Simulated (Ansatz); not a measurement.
CH7Cl2GeNSi (`C[N]([SiH2]Cl)[GeH2][Cl]`), relaxed with RKS PBE0-D4/def2-TZVP in Ansatz from a GFN2-xTB geometry. The force threshold is 0.005 eV/Å; the program also tests the step.

Charge 0, multiplicity 1.

Start:

```xyz
13

C     1.534    0.376    0.001
N     0.093    0.196   -0.077
Si   -0.538   -0.300   -1.599
Cl   -2.508   -0.516   -1.286
Ge   -0.847    0.104    1.510
Cl   -0.900   -1.881    2.186
H     1.801    0.855    0.944
H     2.064   -0.579   -0.061
H     1.876    1.009   -0.819
H    -0.313    0.768   -2.572
H    -0.003   -1.588   -2.045
H    -0.017    0.924    2.475
H    -2.241    0.632    1.344
```

```csv
step,energy (eV),largest force (eV/Å),largest move (Å)
1,-92066.1291,1.327,0.000
2,-92066.2509,0.420,0.181
3,-92066.2619,0.194,0.031
4,-92066.2646,0.039,0.026
5,-92066.2664,0.063,0.039
6 (rejected),-92066.2659,0.236,0.041
7,-92066.2675,0.025,0.020
8,-92066.2699,0.075,0.098
9,-92066.2711,0.134,0.088
10,-92066.2729,0.090,0.041
11,-92066.2748,0.066,0.067
13,-92066.2770,0.118,0.117
15,-92066.2792,0.063,0.037
17 (rejected),-92066.2798,0.170,0.199
19,-92066.2830,0.071,0.098
21,-92066.2849,0.093,0.062
23,-92066.2879,0.171,0.105
25,-92066.2941,0.111,0.107
27,-92066.3033,0.218,0.073
29,-92066.3234,0.335,0.195
31,-92066.3429,0.361,0.163
33,-92066.3628,0.223,0.195
35,-92066.3714,0.081,0.047
37,-92066.3730,0.046,0.032
39,-92066.3734,0.007,0.018
41,-92066.3736,0.012,0.021
43,-92066.3737,0.004,0.011
44,-92066.3737,0.004,0.007
```

End:

```xyz
13

C     1.392    0.631    0.002
N     0.084   -0.018   -0.056
Si   -0.707   -0.197   -1.556
Cl   -1.514    1.573   -2.255
Ge   -0.697   -0.428    1.545
Cl    0.473   -1.998    2.458
H     1.323    1.666    0.352
H     2.069    0.085    0.664
H     1.852    0.647   -0.990
H     0.264   -0.619   -2.590
H    -1.829   -1.144   -1.382
H    -0.602    0.761    2.509
H    -2.108   -0.959    1.298
```

Run time 80 s (2 threads of an AMD EPYC 7R13 on a shared host and a share of an NVIDIA H100 80 GB); peak host memory 0.98 GiB.
